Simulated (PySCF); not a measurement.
The free ion V2+ in its d3 configuration.

Method (PySCF 2.14, density fitting): CASSCF(3,5) with orbitals averaged over all microstates of the shell, strongly contracted NEVPT2 on the averaged canonical orbitals; basis x2c-TZVPall; spin-free X2C; gas phase; spin-orbit coupling by state interaction with the mean-field operator over all roots.

CASSCF energies above the lowest CASSCF root:

| state | CASSCF / cm⁻¹ |
| --- | --- |
| 4F | 0 |
| 4P | 14480 |
| 2G | 14580 |
| 2P | 19406 |
| 2H | 19406 |
| 2D | 21093 |
| 2F | 33886 |
| 2D | 53248 |

Q: How does dynamic correlation (SC-NEVPT2) move these states?

A: 
| state | NEVPT2 / cm⁻¹ | shift / cm⁻¹ |
| --- | --- | --- |
| 4F | 0 | 0 |
| 4P | 12190 | -2290 |
| 2G | 12919 | -1660 |
| 2P | 16815 | -2592 |
| 2H | 18073 | -1333 |
| 2D | 17548 | -3545 |
| 2F | 29698 | -4188 |
| 2D | 45772 | -7477 |

In the ligand-field fit B goes from 965 to 815 cm⁻¹, C goes from 3573 to 3229 cm⁻¹.
